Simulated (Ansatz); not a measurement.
The cluster Na3Cl3⁻, 6 atoms. Hardware: 4 threads of Intel Xeon Platinum 8488C on a shared host.

Correlated methods freeze 18 core orbitals; core or outer-core shells of Na are correlated, in sets that lack core-valence functions.

Problem. How many basis functions does each of these Ansatz runs have, and roughly what does it cost? r2SCAN0-D4/def2-TZVPD, charge -1 doublet, energy, from earlier orbitals; CCSD(T)/def2-SVPD, charge -1 doublet, energy, from earlier orbitals; HF/STO-3G, charge -1 doublet, energy; MP2/def2-TZVPD, charge -1 doublet, energy, from earlier orbitals; r2SCAN-D4/def2-TZVPD, charge -1 doublet, energy, from earlier orbitals; PBE-D4/def2-SVPD, charge -1 doublet, relaxation, 14 steps; PBE-D4/def2-TZVPD, charge -1 doublet, energy and forces, from earlier orbitals; BHLYP-D4/def2-TZVPD, charge -1 doublet, energy, from earlier orbitals; HSE06-D4/def2-TZVPD, charge -1 doublet, energy, from earlier orbitals; PBE0-D4/def2-TZVPD, charge -1 doublet, energy, from earlier orbitals; PBE0-D4/def2-SVP, charge -1 doublet, energy with a search over starts.

Solution. Other jobs shared the machine, so times can vary by a factor of up to 3. A dash marks memory too small to be measured apart from the calling script's.

```csv
run,functions,fitting or Cholesky vectors,wall time,peak host memory (GiB)
"HF/STO-3G, charge -1 doublet, energy",54,537,0.45 s,–
"PBE-D4/def2-TZVPD, charge -1 doublet, energy and forces, from earlier orbitals",243,1794,6.5 s,0.57
"PBE0-D4/def2-SVP, charge -1 doublet, energy with a search over starts",99,879,7 s,–
"MP2/def2-TZVPD, charge -1 doublet, energy, from earlier orbitals",243,1737,9.5 s,0.86
"r2SCAN-D4/def2-TZVPD, charge -1 doublet, energy, from earlier orbitals",243,1794,9.5 s,0.69
"PBE0-D4/def2-TZVPD, charge -1 doublet, energy, from earlier orbitals",243,1914,14 s,1.3
"HSE06-D4/def2-TZVPD, charge -1 doublet, energy, from earlier orbitals",243,1914,14 s,1.2
"BHLYP-D4/def2-TZVPD, charge -1 doublet, energy, from earlier orbitals",243,2010,16 s,1.2
"r2SCAN0-D4/def2-TZVPD, charge -1 doublet, energy, from earlier orbitals",243,1914,18 s,1.3
"PBE-D4/def2-SVPD, charge -1 doublet, relaxation, 14 steps",135,1413,33 s,–
"CCSD(T)/def2-SVPD, charge -1 doublet, energy, from earlier orbitals",135,1212,77 s,2.5
```
